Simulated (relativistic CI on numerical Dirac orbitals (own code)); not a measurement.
**Sensitivity of the levels of Tb⁺ to α and to the nuclear radius**

Computed by Dirac-Coulomb-Breit CI, KLI orbitals optimised for each configuration, valence Slater integrals scaled by 0.85, P86 correlation energy added to each configuration, derivatives by finite differences, QED left out (own radial code, finite nucleus).

CI space (outside the closed core [Xe]): 4f9 6s, 4f8 6s2, 4f10. The list is cut by size and lacks configurations that can hold low levels.

With x = (α/α₀)² − 1 an excitation energy changes as ω = ω₀ + qx; K = 2q/ω₀ is the relative enhancement. Terms are leading LS components, so labels can repeat. The field-shift factor is F = δν/δ⟨r²⟩ for the transition from the lowest level.

Lowest level 4f8 6s2 7F_6.

| Level | ω₀ (cm⁻¹) | q (cm⁻¹) | F (GHz/fm²) |
| --- | --- | --- | --- |
| 4f8 6s2 7F_5 | 2046.8 | 2134 | 0.0912 |
| 4f8 6s2 7F_4 | 3273.5 | 2803 | 0.139 |
| 4f8 6s2 7F_3 | 4243.0 | 3625 | 0.182 |
| 4f8 6s2 7F_2 | 4921.9 | 4129 | 0.211 |
| 4f8 6s2 7F_1 | 5372.8 | 4514 | 0.231 |
| 4f8 6s2 7F_0 | 5592.9 | 4690 | 0.24 |
| 4f9 6s 7H°_8 | 7193.7 | 39960 | -26 |
| 4f9 6s 5H°_7 | 8580.6 | 40610 | -26.4 |
| 4f9 6s 7H°_7 | 10421.2 | 42800 | -26.1 |
| 4f9 6s 7H°_6 | 11012.0 | 43390 | -26.1 |
| 4f9 6s 7H°_5 | 12659.5 | 44670 | -25.9 |
| 4f9 6s 5H°_6 | 12787.0 | 44260 | -26.2 |
| 4f9 6s 7H°_4 | 13917.7 | 45630 | -25.8 |

Correlation outside the listed configurations is missing or only estimated: errors of thousands of cm⁻¹ between configurations and terms are usual at this charge. Rates and lifetimes follow the computed energies and can be off by large factors. The fine structure of a lone outer electron comes out too small, for d and f at times inverted, and misplaced configurations move strength between like terms. The computed lowest level isn't the tabulated ground level, which NIST ASD gives as 4f9 (6H*<15/2>) 6s<1/2> (15/2,1/2)°8.

(1) Which transition from the lowest level has the largest |K|?

## Answers

(1) 4f9 6s 7H°_8 at 7193.7 cm⁻¹, K = 11.1.
